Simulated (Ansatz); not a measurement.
Consider the cleavage of the Si–Al bond: `[NH2][AlH][SiH2]S` + CH₃SH → `CS[SiH2]S` + `[NH2][AlH2]`.

Isolated molecules relaxed with PBE0-D4/def2-TZVP in Ansatz; ΔE leaves out vibrations. CBS: MP2 limit from def2 TZ/QZ plus the TZ coupled-cluster correction, frozen cores. This one scheme is used for every species. DFT in def2-TZVPP. Each species was taken in one conformer, which may not be the lowest.

| level | ΔE (kJ/mol) |
| --- | --- |
| B97M-V | -71.8 |
| PBE | -48.5 |
| PBE0 | -51.6 |
| BHLYP | -59.4 |
| MP2/def2-TZVPP | -70.6 |
| MP2/def2-QZVPP | -72.8 |
| HF/CBS(def2) | -61.1 |
| CCSD/CBS(def2) | -60.5 |

Question: What does CCSD(T)/CBS give? (Estimate.)

Answer: Ansatz gave: -61.8 kJ/mol. The listed levels differ from it by -10.0, 13.3, 10.2, 2.4, -8.8, -11.0, 0.7, 1.3 kJ/mol.

Largest T1 diagnostic among the species: 0.013.

At CCSD(T), def2-SVP lies +6.1 kJ/mol from the extrapolated value and def2-TZVPP +3.7 kJ/mol. From PBE to PBE0 (25 % exact exchange), in def2-TZVPP and without D4, ΔE moves by −3.1 kJ/mol. Leaving LDA and LC-ωPBE aside and taking each functional with its dispersion term where it has one, the values, not all of them listed here, spread over 19.3 kJ/mol, from B97M-V to PBE-D4. LDA lies −6.2 kJ/mol from PBE without D4.
